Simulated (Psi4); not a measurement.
C3H3, doublet, geometry from GFN2-xTB; PBE0/STO-3G in Psi4.

Here is a job for Psi4.
```
memory 2 GB

molecule {
0 2
  C     0.00115726    0.01003220    0.11038988
  C     0.01388675    0.12038277    1.32463807
  C    -0.01295680   -0.11232118   -1.23593195
  H     0.02483153    0.21526197    2.36864642
  H     0.90225786   -0.24555186   -1.78366465
  H    -0.93961264   -0.07827287   -1.77955781
}

set basis sto-3g
set reference uks
set level_shift 0.3

energy('pbe0')
print_variables()
```

The log (banner, timings and long lists left out):

```
   => Loading Basis Set <=

    Name: STO-3G
    Role: ORBITAL
    Keyword: BASIS

         ---------------------------------------------------------
                                   SCF
               by Justin Turney, Rob Parrish, Andy Simmonett
                          and Daniel G. A. Smith
                              UKS Reference
         ---------------------------------------------------------

  ==> Geometry <==

    Molecular point group: c1
    Full point group: C1

    Geometry (in Angstrom), charge = 0, multiplicity = 2:

       Center              X                  Y                   Z               Mass
    ------------   -----------------  -----------------  -----------------  -----------------
         C            0.000838854857     0.007271984190     0.080017690925    12.000000000000
         C            0.013568344857     0.117622554190     1.294265880925    12.000000000000
         C           -0.013275205143    -0.115081395810    -1.266304139075    12.000000000000
         H            0.024513124857     0.212501754190     2.338274230925     1.007825032230
         H            0.901939454857    -0.248312075810    -1.814036839075     1.007825032230
         H           -0.939931045143    -0.081033085810    -1.809929999075     1.007825032230

  Running in c1 symmetry.

  Rotational constants: A =      9.78033  B =      0.32431  C =      0.31390 [cm^-1]
  Rotational constants: A = 293206.92842  B =   9722.50786  C =   9410.46437 [MHz]
  Nuclear repulsion =   53.828622366861779

  Charge       = 0
  Multiplicity = 2
  Electrons    = 21
  Nalpha       = 11
  Nbeta        = 10

  ==> Algorithm <==

  SCF Algorithm Type is DF.
  DIIS enabled.
  MOM disabled.
  Fractional occupation disabled.
  Guess Type is SAD.
  Energy threshold   = 1.00e-06
  Density threshold  = 1.00e-06
  Integral threshold = 1.00e-12

  ==> Primary Basis <==

  Basis Set: STO-3G
    Blend: STO-3G
    Number of shells: 12
    Number of basis functions: 18
    Number of Cartesian functions: 18
    Spherical Harmonics?: true
    Max angular momentum: 1

  ==> DFT Potential <==

   => LibXC <=

    Version 7.1.2
    S. Lehtola, C. Steigemann, M. J. T. Oliveira, and M. A. L. Marques,  SoftwareX 7, 1–5 (2018) (10.1016/j.softx.2017.11.002)

   => Composite Functional: PBE0 <=

    PBE0 Hyb-GGA Exchange-Correlation Functional

    C. Adamo and V. Barone,  J. Chem. Phys. 110, 6158 (1999) (10.1063/1.478522)
[...]
      Ntotal   =   21.0000027251 ; deviation = 2.725e-06

   @Spin Contamination Metric:   3.709949598E-02
   @S^2 Expected:                7.500000000E-01
   @S^2 Observed:                7.870994960E-01
   @S   Expected:                5.000000000E-01
   @S   Observed:                5.000000000E-01

    Orbital Energies [Eh]
    ---------------------

    Alpha Occupied:

[...]
    Alpha Virtual:

[...]
      18A      1.149540

    Beta Occupied:

[...]
      10A     -0.226174

    Beta Virtual:

[...]
    Final Occupation by Irrep:
              A
    DOCC [    10 ]
    SOCC [     1 ]
    NA   [    11 ]
    NB   [    10 ]

  @DF-UKS Final Energy:  -114.41769400958826

   => Energetics <=

    Nuclear Repulsion Energy =             53.8286223668617794
    One-Electron Energy =                -260.1638787396187809
    Two-Electron Energy =                 105.0026950200205107
    DFT Exchange-Correlation Energy =     -13.0851326568517852
    Empirical Dispersion Energy =           0.0000000000000000
    VV10 Nonlocal Energy =                  0.0000000000000000
    Total Energy =                       -114.4176940095882600

  UHF NO Occupations:
  HONO-2 :    9  A 1.9973925
  HONO-1 :   10  A 1.9857377
  HONO-0 :   11  A 1.0000000
  LUNO+0 :   12  A 0.0142623
  LUNO+1 :   13  A 0.0026075
  LUNO+2 :   14  A 0.0007954
  LUNO+3 :   15  A 0.0004479

Computation Completed

Properties will be evaluated at   0.000000,   0.000000,   0.000000 [a0]

Properties computed using the SCF density matrix

 Multipole Moments:

 ------------------------------------------------------------------------------------
     Multipole            Electronic (a.u.)      Nuclear  (a.u.)        Total (a.u.)
 ------------------------------------------------------------------------------------

 L = 1.  Multiply by 2.5417464519 to convert [e a0] to [Debye]
 Dipole X            :          0.0127187           -0.0126356            0.0000830
 Dipole Y            :          0.1102570           -0.1095371            0.0007199
 Dipole Z            :          1.2132186           -1.2052976            0.0079210
 Magnitude           :                                                    0.0079541

 ------------------------------------------------------------------------------------

  Variable Map:
  ----------------------------------------------------------------------------
[...]
  Array Variable Map:
  ----------------------------------------------------------------------------
[...]
[...]
```
